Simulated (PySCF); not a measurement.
Molecule: Cd(F)(Cl), CdClF, SMILES [Cl][Cd][F]. Atoms near the plane z = 0.0 Å, at the PBE0/def2-SVP optimised geometry (x, y, z in Å): Cd1 (0.2, 0.0, 0.0), F2 (2.1, 0.0, 0.0), Cl3 (-2.1, 0.0, 0.0).

Calculation: PySCF with PBE0/def2-TZVP, def2 effective core potentials past Kr. The core electrons that the potentials of Cd replace are not part of the density. Cells within 0.4 Å of a nucleus heavier than hydrogen are left out (blank, or x). The values are rescaled to run from 0 to 1.

```
|55555555555555555555555555555|
|55555555555555555555555555555|
|55555555555555555555555555555|
|55555555555555555555555555555|
|55555555555555555555555555555|
|55555555555555555555555555555|
|55555555555555555555555555555|
|55555555555555666555555555555|
|55555555555566666665555555555|
|55555555555566666665555555555|
|55555555455566666665555555555|
|55556655444566667665555555555|
|55566664324566446754456655555|
|5556777xx13577xx7752xx7665555|
|5566788xx02589xx9850xx8765555|
|5556777xx13577xx7752xx7665555|
|55566664324566446754456655555|
|55556655444566667665555555555|
|55555555455566666665555555555|
|55555555555566666665555555555|
|55555555555566666665555555555|
|55555555555555666555555555555|
|55555555555555555555555555555|
|55555555555555555555555555555|
|55555555555555555555555555555|
|55555555555555555555555555555|
|55555555555555555555555555555|
|55555555555555555555555555555|
|55555555555555555555555555555|
```
Scale: ten equal steps from 0.000 (start of '0') to 1.00 (end of '9'), in the order '0123456789'; x runs from -4.50 to 4.50, y from -4.50 (bottom) to 4.50 (top).

### Question
Which quantity is mapped?
(A) electrostatic potential
(B) deformation density (molecule minus spherical neutral atoms)
(C) Laplacian of the electron density
(D) an orbital amplitude

### Answer
D, an orbital amplitude. In full: LUMO amplitude (bohr^(-3/2)).
